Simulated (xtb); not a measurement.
xtb input file for oxadisiletane (CH₆OSi₂), SMILES C1O[SiH2][SiH2]1, GFN2-xTB. 

```
$ xtb mol.xyz --gfn 2 --sp --chrg 0 --uhf 0 --json
$ cat mol.xyz
10

C     -1.25792011    -0.59365185    -0.00000000
O     -1.05244264     0.82906192     0.00000000
Si     0.57255045     1.12305278    -0.00000000
Si     0.57652484    -1.20142503     0.00000000
H     -1.84981634    -0.85137084    -0.88091321
H     -1.84981635    -0.85137083     0.88091321
H      0.93181577     1.87791439     1.20186867
H      0.93181577     1.87791439    -1.20186867
H      0.85800443    -2.01322997    -1.18778117
H      0.85800443    -2.01322996     1.18778117
```

It prints:

```
[banner left out]
          |                Calculation Setup                |
           -------------------------------------------------



           -------------------------------------------------
          |                 G F N 2 - x T B                 |
           -------------------------------------------------

        Reference                      10.1021/acs.jctc.8b01176
      * Hamiltonian:
        H0-scaling (s, p, d)           1.850000    2.230000    2.230000
        zeta-weighting                 0.500000
      * Dispersion:
        s8                             2.700000
        a1                             0.520000
        a2                             5.000000
        s9                             5.000000
      * Repulsion:
        kExp                           1.500000    1.000000
        rExp                           1.000000
      * Coulomb:
        alpha                          2.000000
        third order                    shell-resolved
        anisotropic                    true
        a3                             3.000000
        a5                             4.000000
        cn-shift                       1.200000
        cn-exp                         4.000000
        max-rad                        5.000000


          ...................................................
          :                      SETUP                      :
          :.................................................:
          :  # basis functions                  34          :
          :  # atomic orbitals                  32          :
          :  # shells                           16          :
          :  # electrons                        24          :
          :  max. iterations                   250          :
          :  Hamiltonian                  GFN2-xTB          :
          :  restarted?                      false          :
          :  GBSA solvation                  false          :
          :  PC potential                    false          :
          :  electronic temp.          300.0000000     K    :
          :  accuracy                    1.0000000          :
          :  -> integral cutoff          0.2500000E+02      :
          :  -> integral neglect         0.1000000E-07      :
          :  -> SCF convergence          0.1000000E-05 Eh   :
          :  -> wf. convergence          0.1000000E-03 e    :
          :  Broyden damping             0.4000000          :
          :  net charge                          0          :
          :  unpaired electrons                  0          :
          ...................................................

 iter      E             dE          RMSdq      gap      omega  full diag
   1    -12.7390731 -0.127391E+02  0.804E+00    3.97       0.0  T
   2    -12.8232834 -0.842102E-01  0.388E+00    3.62       1.0  T
   3    -12.8245877 -0.130435E-02  0.265E+00    3.70       1.0  T
   4    -12.8252760 -0.688279E-03  0.701E-01    3.72       1.0  T
   5    -12.8254322 -0.156173E-03  0.648E-01    3.75       1.0  T
   6    -12.8257587 -0.326565E-03  0.274E-01    3.75       1.0  T
   7    -12.8257707 -0.119448E-04  0.178E-01    3.74       1.0  T
   8    -12.8258110 -0.402823E-04  0.578E-02    3.74       1.0  T
   9    -12.8258118 -0.871816E-06  0.229E-02    3.74       1.4  T
  10    -12.8258124 -0.565589E-06  0.103E-02    3.74       3.1  T
  11    -12.8258127 -0.343439E-06  0.249E-03    3.74      12.7  T
  12    -12.8258128 -0.124627E-07  0.901E-04    3.74      35.1  T
  13    -12.8258128 -0.520645E-09  0.194E-04    3.74     162.9  T

   *** convergence criteria satisfied after 13 iterations ***

         #    Occupation            Energy/Eh            Energy/eV
      -------------------------------------------------------------
         1        2.0000           -0.7822641             -21.2865
       ...           ...                  ...                  ...
         6        2.0000           -0.5082561             -13.8304
         7        2.0000           -0.4762539             -12.9595
         8        2.0000           -0.4392283             -11.9520
         9        2.0000           -0.4349371             -11.8352
        10        2.0000           -0.4023106             -10.9474
        11        2.0000           -0.3851125             -10.4794
        12        2.0000           -0.3614801              -9.8364 (HOMO)
        13                         -0.2239799              -6.0948 (LUMO)
        14                         -0.1990404              -5.4162
        15                         -0.1920959              -5.2272
        16                         -0.1462556              -3.9798
        17                         -0.1425151              -3.8780
       ...                                ...                  ...
        32                          1.0159503              27.6454
      -------------------------------------------------------------
                  HL-Gap            0.1375002 Eh            3.7416 eV
             Fermi-level           -0.2927300 Eh           -7.9656 eV

 SCC (total)                   0 d,  0 h,  0 min,  0.013 sec
 SCC setup                      ...        0 min,  0.000 sec (  0.746%)
 Dispersion                     ...        0 min,  0.000 sec (  0.442%)
 classical contributions        ...        0 min,  0.000 sec (  0.152%)
 integral evaluation            ...        0 min,  0.002 sec ( 15.089%)
 iterations                     ...        0 min,  0.006 sec ( 48.616%)
 molecular gradient             ...        0 min,  0.004 sec ( 34.060%)
 printout                       ...        0 min,  0.000 sec (  0.781%)

         :::::::::::::::::::::::::::::::::::::::::::::::::::::
         ::                     SUMMARY                     ::
         :::::::::::::::::::::::::::::::::::::::::::::::::::::
         :: total energy             -12.723621777260 Eh    ::
         :: gradient norm              0.000203909799 Eh/a0 ::
         :: HOMO-LUMO gap              3.741570333436 eV    ::
         ::.................................................::
         :: SCC energy               -12.825807393299 Eh    ::
         :: -> isotropic ES            0.046467251758 Eh    ::
         :: -> anisotropic ES         -0.003291741363 Eh    ::
         :: -> anisotropic XC          0.001281011689 Eh    ::
         :: -> dispersion             -0.006170672356 Eh    ::
         :: repulsion energy           0.102185616039 Eh    ::
         :: add. restraining           0.000000000000 Eh    ::
         :: total charge               0.000000000000 e     ::
         :::::::::::::::::::::::::::::::::::::::::::::::::::::

           -------------------------------------------------
          |                Property Printout                |
           -------------------------------------------------

    * Orbital Energies and Occupations

         #    Occupation            Energy/Eh            Energy/eV
      -------------------------------------------------------------
         1        2.0000           -0.7822641             -21.2865
         2        2.0000           -0.6810603             -18.5326
         3        2.0000           -0.6332830             -17.2325
         4        2.0000           -0.5626010             -15.3092
         5        2.0000           -0.5095366             -13.8652
         6        2.0000           -0.5082561             -13.8304
         7        2.0000           -0.4762539             -12.9595
         8        2.0000           -0.4392283             -11.9520
         9        2.0000           -0.4349371             -11.8352
        10        2.0000           -0.4023106             -10.9474
        11        2.0000           -0.3851125             -10.4794
        12        2.0000           -0.3614801              -9.8364 (HOMO)
        13                         -0.2239799              -6.0948 (LUMO)
        14                         -0.1990404              -5.4162
        15                         -0.1920959              -5.2272
        16                         -0.1462556              -3.9798
        17                         -0.1425151              -3.8780
        18                         -0.1010503              -2.7497
        19                         -0.0995109              -2.7078
        20                         -0.0768921              -2.0923
        21                         -0.0293961              -0.7999
        22                         -0.0154004              -0.4191
        23                          0.1362905               3.7087
       ...                                ...                  ...
        32                          1.0159503              27.6454
      -------------------------------------------------------------
                  HL-Gap            0.1375002 Eh            3.7416 eV
             Fermi-level           -0.2927300 Eh           -7.9656 eV

     #   Z          covCN         q      C6AA      α(0)
     1   6 C        3.824    -0.036    21.203     6.553
     2   8 O        1.644    -0.432    21.486     6.257
     3  14 Si       3.804     0.455    97.938    18.933
     4  14 Si       3.671     0.364   100.762    19.236
     5   1 H        0.924     0.007     2.938     2.681
     6   1 H        0.924     0.007     2.938     2.681
     7   1 H        0.918    -0.092     5.306     3.603
     8   1 H        0.918    -0.092     5.306     3.603
     9   1 H        0.918    -0.090     5.235     3.578
    10   1 H        0.918    -0.090     5.235     3.578

 Mol. C6AA /au·bohr⁶  :       1711.727746
 Mol. C8AA /au·bohr⁸  :      65360.699120
 Mol. α(0) /au        :         70.702411


Wiberg/Mayer (AO) data.
largest (>0.10) Wiberg bond orders for each atom

 ---------------------------------------------------------------------------
     #   Z sym  total        # sym  WBO       # sym  WBO       # sym  WBO
 ---------------------------------------------------------------------------
     1   6 C    3.889 --     5 H    0.987     6 H    0.987     2 O    0.983
                             4 Si   0.883
     2   8 O    2.189 --     3 Si   1.156     1 C    0.983
     3  14 Si   3.821 --     2 O    1.156     8 H    0.876     7 H    0.876
                             4 Si   0.827
     4  14 Si   3.547 --    10 H    0.885     9 H    0.885     1 C    0.883
                             3 Si   0.827
     5   1 H    1.000 --     1 C    0.987
     6   1 H    1.000 --     1 C    0.987
     7   1 H    0.991 --     3 Si   0.876
     8   1 H    0.991 --     3 Si   0.876
     9   1 H    0.992 --     4 Si   0.885
    10   1 H    0.992 --     4 Si   0.885
 ---------------------------------------------------------------------------

Topologies differ in total number of bonds
Writing topology from bond orders to xtbtopo.mol

molecular dipole:
                 x           y           z       tot (Debye)
 q only:        1.167      -0.489       0.000
   full:        0.666      -0.359       0.000       1.923
molecular quadrupole (traceless):
                xx          xy          yy          xz          yz          zz
 q only:        0.129       2.147      -0.258       0.000      -0.000       0.129
  q+dip:       -1.462       2.197      -1.300      -0.000       0.000       2.761
   full:        0.039       2.316      -0.945       0.000       0.000       0.905


           -------------------------------------------------
          | TOTAL ENERGY              -12.723621777260 Eh   |
          | GRADIENT NORM               0.000203909799 Eh/α |
          | HOMO-LUMO GAP               3.741570333436 eV   |
           -------------------------------------------------

------------------------------------------------------------------------
------------------------------------------------------------------------
Note: The following floating-point exceptions are signalling: IEEE_UNDERFLOW_FLAG IEEE_DENORMAL
normal termination of xtb
 total:
 SCF:
```

The calculation finished and met its thresholds.

Cost: roughly 0.05 core-seconds.
